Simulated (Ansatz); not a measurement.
System: FeBr (charge 0, sextet). The spin state was set by rule; other spins were not relaxed. 
Coordinates optimised at B3LYP-D3(BJ)/def2-TZVP (Ansatz, a program for electronic structure):
```
Fe
Br 1 2.3540
```
Charge 0, spin multiplicity 6.

Basis-set convergence of Hartree-Fock and CCSD(T) correlation energies (hartree) with Ansatz. Valence correlation only, unless marked. UHF or UKS for open shells. No spin-orbit coupling. Frozen are the shells of the preceding noble gas and the d and f shells that filled before the atom's block. Non-relativistic.

```tsv
basis	functions	E(HF)	E(corr, CCSD(T))
def2-SVP	63	-3834.43819	-0.23942
def2-TZVPP	112	-3834.92822	-0.35927
def2-QZVPP	189	-3835.00395	-0.39210
```

Extrapolating the two largest sets (X = 3 and 4) as X^-3: E(corr) = (64·(-0.39210) - 27·(-0.35927))/37 = -0.4161 Eh, an estimate of the basis-set limit. The largest set recovers 94.2 % of it, the smallest 57.5 %.
